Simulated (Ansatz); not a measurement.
`[OH][GaH][O][SiH3]` + HCl → `[OH][GaH][Cl]` + `O[SiH3]` at 298.15 K and 1 bar (ligand exchange at a Ga–O bond).

Computed with Ansatz on PBE0-D4/def2-TZVP structures; ΔE is electronic, products minus reactants. CCSD(T)/CBS adds triple-zeta CCSD(T) − MP2 to the extrapolated MP2 energy (def2 sets, frozen cores). This one scheme is used for every species. For Ga outer-core shells are correlated without core-valence functions, which leaves a few kJ/mol of doubt a bond. Scalar relativity is left out up to krypton. Each species was taken in one conformer, which may not be the lowest.

```csv
species,CCSD(T)/CBS energy (Eh),H − E (kJ/mol),S (J/(mol·K))
`[OH][GaH][O][SiH3]`,-2366.47032,152.7,359.3
HCl,-460.38127,26.6,186.8
`[OH][GaH][Cl]`,-2460.17745,72.0,299.6
`O[SiH3]`,-366.69042,113.6,257.8
```

H − E and S are ideal-gas, rigid-rotor, harmonic terms from PBE0-D4/def2-TZVP, for one conformer and one mirror image of each species. 1 Eh = 2625.50 kJ/mol, R = 8.31446 J/(mol·K).

Q: By hand: ΔE, ΔH, ΔS and ΔG.

A: ΔE = (-2460.17745) + (-366.69042) − (-2366.47032) − (-460.38127) = -0.01628 Eh = -42.7 kJ/mol. Δ(H − E) = 72.0 + 113.6 − 152.7 − 26.6 = 6.3, so ΔH = -36.4 kJ/mol. ΔS = 299.6 + 257.8 − 359.3 − 186.8 = 11.3 J/(mol·K). ΔG = -36.4 − 298.15 × (11.3)/1000 = -39.8 kJ/mol.

Q: By hand: the equilibrium constant, and the temperature at which ΔG would vanish if ΔH and ΔS stayed fixed.

A: log₁₀ K = −ΔG/(RT ln 10) = 7.0. ΔH and −TΔS have one sign here, so there is no such temperature.

The number of gas molecules stays the same, so ΔS is small and ΔH decides. A doubt of 5 kJ/mol in ΔE shifts log₁₀ K by 0.9 here. Other conformers and mirror images would add mixing entropy, several J/(mol·K) or more a flexible species. These are equilibria of isolated gas molecules and say nothing of rates. Largest T1 diagnostic: 0.014 (customary marks: 0.02 for closed shells, 0.045 for open ones).

ΔS is within the doubt of such terms, so its sign, and with it that verdict, could turn.
